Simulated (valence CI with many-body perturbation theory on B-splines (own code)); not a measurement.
# E1 line list for Hg66+

Method: configuration interaction combined with many-body perturbation theory (CI+MBPT): four valence electrons over a frozen Dirac-Fock core [Ne], a basis of 11 s, 11 p, 10 d, 8 f, 5 g, 2 h functions for each j, with the one-electron correlation potential Σ1 (screened to all orders), the two-electron term Σ2, the three-electron term Σ3, Breit, model QED; selected single and double excitations, second order for the rest, scaled by the run's own slope (own B-spline code, finite nucleus).

The last digits are not significant, and no measured levels were compared; by estimate large intervals hold to a few tenths of a per cent, small ones and those within an open d or f shell to about a per cent. Among the levels kept, up to 590 cm⁻¹ of a level comes from second order outside the variational space, and about a tenth of that is noise between levels of different J, which matters for small intervals.

Lines 101 to 150 of 564 in falling wavelength, among levels below 170.10 Ry, chosen from the strongest by gf and those to the six lowest levels. Wavelengths and rates use the calculated energies. Electric multipoles are in the length gauge, E1 and E2 with the static RPA response of the core. Weak lines are less certain than strong ones. Lines between different terms over intervals too small for the method are left out, as are lines whose strength nearly cancels. Where a level lies close to another of its J and parity, the split of strength between their lines is uncertain. The highest levels of a list are the least certain.

Levels are named by their leading jj configuration (3d3/2^4 stands for four electrons in 3d with j = 3/2), which in mixed levels can hold well under half, so a name can repeat and another be missing. Letters in brackets count levels of one name in rising energy.

| λ vac (Å) | Upper | Lower | A (s⁻¹) | S (a.u.) with core polarisation | S without |
| --- | --- | --- | --- | --- | --- |
| 34.88 | (3s 3p1/2 3d3/2 3d5/2) J=4 [b] | (3s 3p1/2 3p3/2 3d3/2) J=3 [c] | 1.88e+11 | 3.54e-02 | 3.58e-02 |
| 34.71 | (3s 3p1/2 3d5/2^2) J=3 [b] | (3s 3p1/2 3p3/2 3d5/2) J=2 [c] | 2.13e+11 | 3.08e-02 | 3.11e-02 |
| 34.70 | (3s 3p1/2 3d5/2^2) J=4 [a] | (3s 3p1/2 3p3/2 3d5/2) J=3 [b] | 9.68e+10 | 1.79e-02 | 1.82e-02 |
| 34.66 | (3p1/2^2 3d5/2^2) J=2 | (3p1/2^2 3p3/2 3d5/2) J=1 | 1.13e+11 | 1.16e-02 | 1.17e-02 |
| 34.66 | (3s 3p1/2 3d3/2 3d5/2) J=2 [b] | (3s 3p1/2 3p3/2 3d3/2) J=1 [c] | 9.06e+10 | 9.31e-03 | 9.42e-03 |
| 34.63 | (3s 3p1/2 3d5/2^2) J=3 [b] | (3s 3p1/2 3p3/2 3d5/2) J=3 [d] | 1.24e+11 | 1.78e-02 | 1.80e-02 |
| 34.50 | (3p1/2^2 3d5/2^2) J=4 | (3p1/2^2 3p3/2 3d5/2) J=3 | 2.54e+11 | 4.63e-02 | 4.68e-02 |
| 34.41 | (3s^2 3d5/2^2) J=2 | (3s^2 3p3/2 3d5/2) J=1 | 2.32e+11 | 2.33e-02 | 2.36e-02 |
| 34.34 | (3s^2 3d5/2^2) J=4 | (3s^2 3p3/2 3d5/2) J=3 | 6.06e+11 | 1.09e-01 | 1.10e-01 |
| 34.30 | (3s 3p1/2 3d5/2^2) J=2 [b] | (3s 3p1/2 3p3/2 3d5/2) J=2 [c] | 8.73e+10 | 8.69e-03 | 8.79e-03 |
| 34.29 | (3s 3p3/2^2 3d5/2) J=1 [a] | (3s 3p3/2^3) J=2 | 2.19e+11 | 1.31e-02 | 1.32e-02 |
| 34.24 | (3s 3p1/2 3d5/2^2) J=1 [a] | (3s 3p1/2 3p3/2 3d5/2) J=0 | 1.40e+11 | 8.35e-03 | 8.45e-03 |
| 34.24 | (3s 3p3/2^2 3d5/2) J=3 [a] | (3s 3p3/2^3) J=2 | 8.78e+10 | 1.22e-02 | 1.23e-02 |
| 34.23 | (3s 3p1/2 3d5/2^2) J=2 [b] | (3s 3p1/2 3p3/2 3d5/2) J=3 [d] | 9.89e+10 | 9.78e-03 | 9.90e-03 |
| 34.09 | (3s 3p1/2 3d5/2^2) J=2 [b] | (3s 3p1/2 3p3/2 3d5/2) J=1 [c] | 7.93e+10 | 7.75e-03 | 7.85e-03 |
| 34.07 | (3s 3p1/2 3d3/2 3d5/2) J=2 [d] | (3s 3p1/2 3p3/2 3d3/2) J=1 [d] | 1.85e+11 | 1.81e-02 | 1.83e-02 |
| 33.98 | (3s 3p1/2 3d3/2 3d5/2) J=1 [b] | (3s 3p1/2 3p3/2 3d3/2) J=1 [c] | 2.72e+11 | 1.58e-02 | 1.60e-02 |
| 33.97 | (3s 3p1/2 3d3/2 3d5/2) J=4 [b] | (3s 3p1/2 3p3/2 3d3/2) J=3 [b] | 7.40e+10 | 1.29e-02 | 1.30e-02 |
| 33.94 | (3s 3p1/2 3d3/2 3d5/2) J=3 [d] | (3s 3p1/2 3p3/2 3d3/2) J=2 [d] | 2.84e+11 | 3.84e-02 | 3.89e-02 |
| 33.90 | (3s 3p1/2 3d5/2^2) J=1 [a] | (3s 3p1/2 3p3/2 3d5/2) J=1 [c] | 2.51e+11 | 1.45e-02 | 1.46e-02 |
| 33.77 | (3s 3p1/2^2 3d5/2) J=2 | (3s 3p1/2^2 3p3/2) J=1 | 2.63e+11 | 2.50e-02 | 2.53e-02 |
| 33.73 | (3s^2 3p3/2 3d5/2) J=2 | (3s^2 3p3/2^2) J=2 | 2.65e+11 | 2.51e-02 | 2.54e-02 |
| 33.61 | (3s 3p1/2 3d3/2 3d5/2) J=3 [b] | (3s 3p1/2 3p3/2 3d3/2) J=2 [b] | 1.90e+11 | 2.49e-02 | 2.52e-02 |
| 33.60 | (3s 3p1/2 3d5/2^2) J=4 [a] | (3s 3p1/2 3p3/2 3d5/2) J=3 [a] | 4.01e+11 | 6.75e-02 | 6.83e-02 |
| 33.56 | (3s^2 3d3/2 3d5/2) J=3 | (3s^2 3p3/2 3d3/2) J=2 | 3.41e+11 | 4.45e-02 | 4.50e-02 |
| 33.53 | (3s 3p1/2 3d3/2 3d5/2) J=1 [c] | (3s 3p1/2 3p3/2 3d3/2) J=0 [b] | 1.51e+11 | 8.41e-03 | 8.51e-03 |
| 33.51 | (3s 3p1/2 3d5/2^2) J=5 | (3s 3p1/2 3p3/2 3d5/2) J=4 [b] | 2.66e+11 | 5.43e-02 | 5.49e-02 |
| 33.42 | (3s 3p1/2 3d5/2^2) J=2 [a] | (3s 3p1/2 3p3/2 3d5/2) J=1 [a] | 1.06e+11 | 9.73e-03 | 9.84e-03 |
| 33.38 | (3s 3p1/2 3d5/2^2) J=4 [b] | (3s 3p1/2 3p3/2 3d5/2) J=4 [c] | 1.86e+11 | 3.07e-02 | 3.11e-02 |
| 33.37 | (3s^2 3p1/2 3d5/2) J=2 | (3s^2 3p1/2 3p3/2) J=2 | 6.18e+10 | 5.66e-03 | 5.73e-03 |
| 33.32 | (3s^2 3d5/2^2) J=2 | (3s^2 3p3/2 3d5/2) J=3 | 1.26e+11 | 1.15e-02 | 1.17e-02 |
| 33.29 | (3s 3p1/2 3p3/2 3d5/2) J=0 | (3s 3p1/2 3p3/2^2) J=1 [b] | 5.07e+11 | 9.23e-03 | 9.34e-03 |
| 33.23 | (3s 3p1/2 3p3/2 3d5/2) J=2 [a] | (3s 3p1/2 3p3/2^2) J=2 [a] | 1.59e+11 | 1.44e-02 | 1.45e-02 |
| 33.22 | (3s^2 3p1/2 3d5/2) J=3 | (3s^2 3p1/2 3p3/2) J=2 | 3.36e+11 | 4.25e-02 | 4.30e-02 |
| 33.16 | (3s 3p3/2^2 3d5/2) J=1 [b] | (3s 3p3/2^3) J=1 | 5.40e+11 | 2.92e-02 | 2.95e-02 |
| 33.14 | (3p1/2^2 3d3/2 3d5/2) J=2 | (3p1/2^2 3p3/2 3d3/2) J=1 | 1.67e+11 | 1.50e-02 | 1.51e-02 |
| 33.13 | (3s 3p1/2 3d3/2 3d5/2) J=1 [c] | (3s 3p1/2 3p3/2 3d3/2) J=1 [d] | 1.50e+11 | 8.09e-03 | 8.18e-03 |
| 33.10 | (3s^2 3d3/2^2) J=2 | (3s 3p1/2 3p3/2^2) J=2 [a] | 1.09e+11 | 9.72e-03 | 9.84e-03 |
| 33.09 | (3s 3p1/2 3p3/2 3d5/2) J=3 [b] | (3s 3p1/2 3p3/2^2) J=3 | 2.81e+11 | 3.52e-02 | 3.56e-02 |
| 33.00 | (3s 3p1/2 3d3/2 3d5/2) J=2 [a] | (3p1/2^2 3p3/2^2) J=2 | 1.40e+11 | 1.24e-02 | 1.26e-02 |
| 32.95 | (3s^2 3d3/2 3d5/2) J=3 | (3s^2 3p3/2 3d3/2) J=3 | 6.28e+10 | 7.76e-03 | 7.85e-03 |
| 32.92 | (3s 3p1/2 3d5/2^2) J=1 [b] | (3s 3p1/2 3p3/2 3d5/2) J=2 [d] | 3.16e+11 | 1.67e-02 | 1.69e-02 |
| 32.91 | (3s 3p1/2 3d3/2 3d5/2) J=2 [b] | (3s 3p1/2 3p3/2 3d3/2) J=2 [b] | 2.25e+11 | 1.98e-02 | 2.00e-02 |
| 32.91 | (3s 3p1/2 3d3/2 3d5/2) J=3 [c] | (3s 3p1/2 3p3/2 3d3/2) J=2 [c] | 3.14e+11 | 3.87e-02 | 3.91e-02 |
| 32.87 | (3s 3p1/2 3d5/2^2) J=2 [b] | (3s 3p1/2 3p3/2 3d5/2) J=1 [b] | 1.12e+11 | 9.82e-03 | 9.93e-03 |
| 32.75 | (3p1/2^2 3p3/2 3d5/2) J=1 | (3p1/2^2 3p3/2^2) J=0 | 2.87e+11 | 1.49e-02 | 1.51e-02 |
| 32.74 | (3s 3p1/2 3p3/2 3d5/2) J=4 [b] | (3s 3p1/2 3p3/2^2) J=3 | 2.76e+11 | 4.31e-02 | 4.36e-02 |
| 32.72 | (3s 3p1/2 3d5/2^2) J=3 [b] | (3s 3p1/2 3p3/2 3d5/2) J=3 [c] | 1.22e+11 | 1.48e-02 | 1.50e-02 |
| 32.71 | (3p1/2^2 3d5/2^2) J=4 | (3s 3p1/2 3d3/2 3d5/2) J=3 [a] | 1.27e+11 | 1.98e-02 | 2.00e-02 |
| 32.67 | (3p1/2^2 3d3/2 3d5/2) J=4 | (3p1/2^2 3p3/2 3d3/2) J=3 | 2.92e+11 | 4.53e-02 | 4.58e-02 |
